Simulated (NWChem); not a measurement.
Species: AuPH4S; SMILES [PH3]->[Au][SH]

```xyz
7

Au     0.0036     0.0341     0.0000
S      0.0541     2.3437     0.0001
H     -1.3036     2.4884     0.0002
P      0.0108    -2.2554     0.0001
H     -1.2539    -2.9203     0.0116
H      0.6320    -2.9639     1.0766
H      0.6126    -2.9647    -1.0869
```
Atoms are numbered in this order, from 1.

Computed with NWChem. Geometry: optimised at PBE-D3(BJ)/def2-SVP. def2 effective core potentials on Au; no spin-orbit coupling.

Problem. What does the run give for BHandHLYP/def2-SVP? Quantities: highest occupied level (eV); orbital gap (eV); dipole (D).

Solution. The highest occupied level (eV) comes out as -6.81 and the orbital gap (eV) is 6.90. The dipole (D) is 6.89.
